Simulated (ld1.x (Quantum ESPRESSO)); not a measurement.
# LDA (PZ) PAW dataset for holmium (Ho), scalar-relativistic all-electron reference.

ld1.x (Quantum ESPRESSO) 7.5 was run on this input:

```
&input
   title='Ho', zed=67., rel=1, dft='PZ', iswitch=3,
   config='[Xe] 4f10 5d1 6s1 6p1',
   nld=3, rlderiv=4.05, eminld=-2.0, emaxld=5.0, deld=0.02
 /
 &inputp
   pseudotype=3, lpaw=.true., tm=.true., lloc=-2, rcloc=2.35,
   nlcc=.true., rcore=2.35,
   which_augfun='GAUSS', rmatch_augfun=1.90,
   file_pseudopw='Ho.UPF', file_wfcaegen='ae.wfc', file_wfcncgen='nc.wfc', file_beta='beta', file_chi='chi', file_wfcusgen='us.wfc'
 /
6
6S  1  0   1.00   0.00  2.10  2.95  0.0
6S  1  0   0.00   0.10  2.10  2.95  0.0
6P  2  1   1.00   0.00  3.10  3.75  0.0
6P  2  1   0.00   4.75  3.10  3.75  0.0
5D  3  2   1.00   0.00  2.30  2.80  0.0
5D  3  2   0.00   1.20  2.30  2.80  0.0
 &test
   configts(1)='5d1 6s1 6p1'
 /
```

Command:

```bash
ld1.x < Ho.in > Ho.out
```

The program printed (shortened: banner, matrices, multipoles, cross overlaps and the repeated all-electron block are left out):

```
[... start of the log left out ...]
       Zero norm: self consistency problem; state:  2 (l=  0, j=0.0)
       Zero norm: self consistency problem; state:  2 (l=  0, j=0.0)
       Zero norm: self consistency problem; state:  2 (l=  0, j=0.0)
       Zero norm: self consistency problem; state:  2 (l=  0, j=0.0)
       Zero norm: self consistency problem; state:  2 (l=  0, j=0.0)
       Zero norm: self consistency problem; state:  2 (l=  0, j=0.0)
       Zero norm: self consistency problem; state:  2 (l=  0, j=0.0)
       Zero norm: self consistency problem; state:  2 (l=  0, j=0.0)
       Zero norm: self consistency problem; state:  2 (l=  0, j=0.0)
       Zero norm: self consistency problem; state:  2 (l=  0, j=0.0)
       Zero norm: self consistency problem; state:  2 (l=  0, j=0.0)
       Zero norm: self consistency problem; state:  2 (l=  0, j=0.0)
       Zero norm: self consistency problem; state:  2 (l=  0, j=0.0)
       Zero norm: self consistency problem; state:  2 (l=  0, j=0.0)
       Zero norm: self consistency problem; state:  2 (l=  0, j=0.0)
       Zero norm: self consistency problem; state:  2 (l=  0, j=0.0)
       Zero norm: self consistency problem; state:  2 (l=  0, j=0.0)
       Zero norm: self consistency problem; state:  2 (l=  0, j=0.0)
       Zero norm: self consistency problem; state:  2 (l=  0, j=0.0)
       Zero norm: self consistency problem; state:  2 (l=  0, j=0.0)
       Zero norm: self consistency problem; state:  2 (l=  0, j=0.0)
       Zero norm: self consistency problem; state:  2 (l=  0, j=0.0)
       Zero norm: self consistency problem; state:  2 (l=  0, j=0.0)
       Zero norm: self consistency problem; state:  2 (l=  0, j=0.0)
       Zero norm: self consistency problem; state:  2 (l=  0, j=0.0)
       Zero norm: self consistency problem; state:  2 (l=  0, j=0.0)
       Zero norm: self consistency problem; state:  2 (l=  0, j=0.0)
       Zero norm: self consistency problem; state:  2 (l=  0, j=0.0)
       Zero norm: self consistency problem; state:  2 (l=  0, j=0.0)

 %%%%%%%%%%%%%%%%%%%%%%%%%%%%%%%%%%%%%%%%%%%%%%%%%%%%%%%%%%%%%%%%%%%%%%%%%%%%%%
     Error in routine run_pseudo (1):
     Errors in PS-KS equation
 %%%%%%%%%%%%%%%%%%%%%%%%%%%%%%%%%%%%%%%%%%%%%%%%%%%%%%%%%%%%%%%%%%%%%%%%%%%%%%

     stopping ...
```

The run stopped because the pseudo-atom solver did not find the valence states with the expected number of nodes, which is the usual sign of a ghost state.

The run took about 0.87 s on one core of a shared server CPU.
